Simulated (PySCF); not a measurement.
# O²⁺: ionisation energy

O²⁺ [He] 2s2 2p2 (3P) → O³⁺ [He] 2s2 2p1 (2P), as a difference of total energies. Calculation: PySCF 2.14, in def2-QZVPPD (8s5p4d2f1g, 66 functions); the non-relativistic Hamiltonian (point nucleus). Correlated levels: valence: 1s2 frozen; valence and next inner shell: nothing frozen. The calculations carry no spin-orbit coupling.

```json
{"method": "UHF", "ionisation energy (eV)": "54.615"}
{"method": "LDA", "ionisation energy (eV)": "55.425"}
{"method": "PBE", "ionisation energy (eV)": "55.276"}
{"method": "PBE0", "ionisation energy (eV)": "55.310"}
{"method": "r2SCAN", "ionisation energy (eV)": "55.607"}
{"method": "HSE06", "ionisation energy (eV)": "55.319"}
{"method": "B2PLYP", "ionisation energy (eV)": "55.217"}
{"method": "r2SCAN0", "ionisation energy (eV)": "55.551"}
{"method": "wB97X", "ionisation energy (eV)": "55.101"}
{"method": "MP2 (valence)", "ionisation energy (eV)": "55.044"}
{"method": "SCS-MP2 (valence)", "ionisation energy (eV)": "54.894"}
{"method": "MP2 (valence and next inner shell)", "ionisation energy (eV)": "55.080"}
{"method": "SCS-MP2 (valence and next inner shell)", "ionisation energy (eV)": "54.921"}
```

Question: How much does correlation contribute at MP2 (valence and next inner shell)?

Answer: 55.080 − (54.615) = 0.465 eV, measured against UHF.

A first-order spin-orbit estimate (lowest level to lowest level, LS coupling) adds -0.005 eV.

Errors of the correlated levels include the incompleteness of this basis and the frozen core.

For comparison: 54.936 eV (semi-empirical (NIST evaluation); NIST Atomic Spectra Database, ionization energies).
